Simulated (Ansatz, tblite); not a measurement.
Two members of one family (PtnHm), computed with Ansatz in the gas phase; def2 core potentials for Pt, no spin–orbit coupling. The two geometries come from different levels. Binding counts from free atoms in the multiplicity of their measured ground term, without zero-point energy. Singlets are spin-restricted. A dash marks a value that wasn't run or was left out as unsound. The structures are stationary points that may keep the symmetry of their start. Remarks come from the PBE and PBE0 runs and from stability tests at other levels; not every state was tested. A HOMO above zero means that the electron is unbound at that level and held by the basis, or that self-interaction error raises the level; the energy of removing that electron tells which.

First: Pt2H4 (singlet, charge 0, B3LYP-D4/def2-TZVP geometry).

Cartesian coordinates in Å:
```
Pt 1.016 -0.755 0.266
Pt -1.016 0.751 -0.268
H 1.595 -0.902 -1.129
H -2.515 0.585 -0.597
H 2.513 -0.583 0.600
H -1.592 0.904 1.127
```

| level | HOMO (eV) | LUMO (eV) | gap (eV) | vertical EA (eV) | binding per atom (eV) |
| --- | --- | --- | --- | --- | --- |
| PBE-D4/def2-SVP | -5.83 | -3.40 | 2.43 | – | 2.63 |
| PBE-D4/def2-TZVPD | -5.85 | -3.52 | 2.33 | 1.29 | 2.68 |
| revPBE-D4/def2-TZVP | -5.78 | -3.40 | 2.38 | – | 2.60 |
| r2SCAN-D4/def2-TZVPD | -6.03 | -3.33 | 2.71 | 1.23 | 2.69 |
| PBE0-D4/def2-TZVP | -7.02 | -2.68 | 4.34 | – | 2.50 |

The relaxed triplet lies at 0.91 eV (BHLYP-D4/def2-TZVP) to 1.13 eV (BLYP-D4/def2-TZVP) from the singlet. The relaxed quintet lies at 3.22 eV (RPA@PBE/def2-TZVP) to 3.67 eV (ωB97M-V/def2-TZVP) from the singlet. Remarks: HOMO above zero (-1 doublet).

Second: Pt3H4 (singlet, charge 0, PBE0-D4/def2-TZVP geometry).

Cartesian coordinates in Å:
```
Pt 1.179 -0.140 -0.040
Pt -1.198 0.842 -0.646
Pt -0.819 0.256 1.711
H -0.047 -1.036 1.338
H 1.217 -1.425 -0.839
H -2.595 1.467 -0.399
H 2.262 0.037 -1.125
```

Estimate the same table for the second.


| level | HOMO (eV) | LUMO (eV) | gap (eV) | vertical EA (eV) | binding per atom (eV) |
| --- | --- | --- | --- | --- | --- |
| PBE-D4/def2-SVP | -5.42 | -4.71 | 0.72 | – | 2.70 |
| PBE-D4/def2-TZVPD | -5.40 | -4.72 | 0.67 | 2.37 | 2.77 |
| revPBE-D4/def2-TZVP | -5.32 | -4.61 | 0.71 | – | 2.66 |
| r2SCAN-D4/def2-TZVPD | -5.60 | -4.58 | 1.02 | 2.35 | 2.77 |
| PBE0-D4/def2-TZVP | -6.63 | -3.77 | 2.86 | – | 2.56 |

The relaxed triplet lies at 0.18 eV (r2SCANh-D4/def2-TZVP) to 0.51 eV (ωB97M-V/def2-TZVP) from the singlet. The relaxed quintet lies at 1.23 eV (r2SCANh-D4/def2-TZVP) to 1.70 eV (ωB97M-V/def2-TZVP) from the singlet. Remarks: HOMO above zero (-1 doublet).
